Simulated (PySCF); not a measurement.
Pt(OH)2 (H₂O₂Pt), SMILES [OH][Pt][OH] (connectivity only; charge and spin as stated), neutral, multiplicity 3.

Geometry: B3LYP-D3(BJ)/def2-TZVP. The spin state was assumed, not searched. The def2 effective core potentials stand for the cores of Pt; spin–orbit coupling is left out. The values are those of a single conformer.

Two levels are set side by side: PBE/def2-TZVPD (PySCF) and M06-2X/def2-TZVPD (PySCF). Same geometry, gas phase. Differences are taken from unrounded values.

| quantity | PBE |
|---|---|
| α-spin orbital gap (eV) | 5.17 |
| β-spin orbital gap (eV) | 1.07 |
| dipole moment (D) | 1.70 |
| mean polarisability (bohr³) | 52.4 |

Problem. These are the PBE values. What does M06-2X give? (Estimate from the structure and the level; the computed values follow.)

Solution. 
```json
[
 {"quantity": "α-spin orbital gap (eV)", "M06-2X": "9.36", "PBE minus M06-2X": "-4.19"},
 {"quantity": "β-spin orbital gap (eV)", "M06-2X": "6.20", "PBE minus M06-2X": "-5.13"},
 {"quantity": "dipole moment (D)", "M06-2X": "1.66", "PBE minus M06-2X": "0.04"},
 {"quantity": "mean polarisability (bohr³)", "M06-2X": "47.8", "PBE minus M06-2X": "4.5"}
]
```

Loosely held outer electrons make PBE densities more polarisable. Differences between two approximate levels are no errors against the true value.

Rough cost on one machine, each run with all the roots and properties that it gave: M06-2X against PBE within a factor of 2.
